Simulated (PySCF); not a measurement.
# Dipole response of Ta²⁺ (tantalum, charge +2)

[Xe] 4f14 5d2 6s1, high-spin 4F determinant (an excited configuration). Computed with PySCF 2.14 in aug-cc-pVTZ-PP with ECP60MDF (6s6p5d3f2g, 88 functions), with a scalar-relativistic core potential. Coupled (time-dependent) response in atomic units; α is the mean over directions.

```tsv
method	mean α (bohr³)	C₆ (like pair)	S(−4)
UHF	32.02	221.1	560.5
PBE	25.58	170.6	317.5
PBE0	26.77	179.4	357.8
```

S(−4) is the Cauchy moment in α(ω) = α(0) + S(−4) ω² + …

Spin-orbit coupling is absent.

α(iu) at PBE0:

| u (hartree) | α(iu) (bohr³) |
| --- | --- |
| 0 | 26.77 |
| 0.0500 | 25.91 |
| 0.100 | 23.70 |
| 0.200 | 18.12 |
| 0.300 | 13.64 |
| 0.500 | 8.582 |
| 0.750 | 5.699 |
| 1.00 | 4.193 |
| 1.50 | 2.619 |
| 2.00 | 1.799 |
| 3.00 | 0.9865 |
| 5.00 | 0.4147 |

A single London oscillator, α(iu) = α/(1 + u²/ω²), gives C₆ = (3/4) ω α². Matching the computed C₆ needs ω = 4 × 179.4 / (3 × 26.77²) = 0.334 hartree.

For an ion, C₆ is the dispersion term alone; charge-induced terms of lower order in 1/R come first.

Energies and moments cover only the electrons outside the core potential. Spin-orbit coupling, absent here, splits the open shell strongly.
